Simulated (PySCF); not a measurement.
Cd(Cl)(Me) (CH3CdCl), SMILES [CH3][Cd][Cl]. Geometry: B3LYP-D3(BJ)/def2-TZVP. The def2 effective core potentials stand for the cores of Cd; spin–orbit coupling is left out.

Computed equilibrium geometry at B3LYP-D3(BJ)/def2-TZVP (PySCF confirms it by a frequency run) as a Z-matrix, and its point group:
point group C3v.
```
C
H 1 1.0881
H 1 1.0881 2 109.72
H 1 1.0881 2 109.72 3 120.61
Cd 1 2.1152 2 109.22 4 119.69
Cl 5 2.3158 2 157.44 1 -180.00
```
